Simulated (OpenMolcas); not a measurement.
d8 ions of charge +3 down a group on the Mg site of KMgF3

- Program: OpenMolcas 26.06
- Method: CASSCF
- Spin-orbit coupling: RASSI with atomic mean-field integrals over the reference wave functions

The d shell is active. Each dopant is a cluster with its nearest anions in model potentials and point charges, with no relaxation and no local charge compensation. Distances were set from a Shannon-type radius of the metal (high-spin where two are listed) plus a fixed donor radius (F 1.31 Å), in hosts weighted 0.65 to 0.35 with the host's distance in the model lattice. Ligand basis ANO-RCC-VDZP, DKH2 Hamiltonian. States (labels of O, the rotations of Oh). Energies in cm-1 above the lowest state or level, χT in cm3 K/mol; 10Dq and B are least-squares fits to the states below 45000 cm-1, weighted by degeneracy, with a free offset, and given where the rms deviation is under 5 % of |10Dq| (or 100 cm-1) and under 700 cm-1. Spin-only χT is S(S+1) / 2 for the spin of the ground state.

```
 Ion  Shell  R (Å)   Metal basis  Ground state  First state of that spin   10Dq  B (rms of fit)  First gap with spin-orbit (degeneracies)  χT at 300 K  First state of another spin  Spin-only χT
Cu3+    3d8  1.898  ANO-RCC-VTZP           3A2                 3T2 10021                                                      9646 (3, 2)        1.338                     1E 19045         1.000
Ag3+    4d8  2.034  ANO-RCC-VTZP           3A2                 3T2 18407  17906       916 (147)                              12237 (3, 2)        1.260                     1E 12696         1.000
Au3+    5d8  2.099  ANO-RCC-VTZP           3A2                 3T2 20336  19931       823 (139)                              10351 (3, 2)        1.566                     1E 12018         1.000
```

|10Dq| changes by a factor of 19931 / 17906 = 1.11 from Ag3+ to Au3+.

B goes from 916 cm-1 (Ag3+) to 823 cm-1 (Au3+).

Every ion keeps the highest spin of its shell. χT departs most from the spin-only value for Au3+, by +0.566 cm3 K/mol.

Without dynamic correlation the repulsion within the d shell is too large (B by tens of per cent), so at a given field states of lower spin stand too high. Ligand-to-metal charge-transfer states are missing. With no ligand orbital active B as a rule stays too high, so bands that hang on it stand too high and its fall with covalency is understated. With metal d orbitals alone and no dynamic correlation 10Dq can be off by a tenth to a fifth, either way, in oxide and fluoride hosts (holds for Cu3+). Real 4d8 and 5d8 ions are as a rule square planar and diamagnetic (holds for Ag3+; Au3+). The least metal-like active orbital is 76 % on the metal (Löwdin) and no ligand orbital is active, so the numbers are rough (holds for Ag3+). With metal d orbitals alone the field can be off either way by tens of per cent (holds for Ag3+; Au3+). The least metal-like active orbital is 78 % on the metal (Löwdin) and no ligand orbital is active, so the numbers are rough (holds for Au3+). No measured value stands beside these numbers; the geometry was set by hand and not optimised.
